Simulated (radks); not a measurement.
Fractional charge and spin in the 6s shell of erbium: the spin-up occupation runs from 0 to 1 and the spin-down occupation from 0 to 1; the fullest corner is Er, [Xe] 4f(up 6, down 6) 6s(up 1, down 1). Calculated with a radial shooting solver on a logarithmic mesh with Libxc functionals: scalar-relativistic Kohn-Sham, PBE, spin-polarised, spherical densities, point nucleus. Energy (eV) minus the two flat planes that join the four corners (they meet along the diagonal where the two added fractions sum to one electron); zero is where a piecewise linear energy would lie.

down \ up       0    0.25     0.5    0.75       1
0           0.000  -0.528  -0.699  -0.519   0.000
0.25       -0.528  -0.644  -0.418   0.143  -0.455
0.5        -0.699  -0.418   0.190  -0.365  -0.602
0.75       -0.519   0.143  -0.365  -0.559  -0.447
1           0.000  -0.455  -0.602  -0.447   0.000

Corners above the fullest one (they belong to Er+ and the next ion): (up 1, down 0) 6.193 eV, (up 0, down 1) 6.193 eV, (up 0, down 0) 18.337 eV. With half an added electron in each spin the energy lies 0.190 eV from the planes, and with half an added electron in spin up alone -0.699 eV. The planes are only a guide here: the flat-plane condition holds for ground states with one frontier orbital, while this shell lies below other occupied shells, so the corners above the fullest one are inner-hole states and not the ground states of those ions.
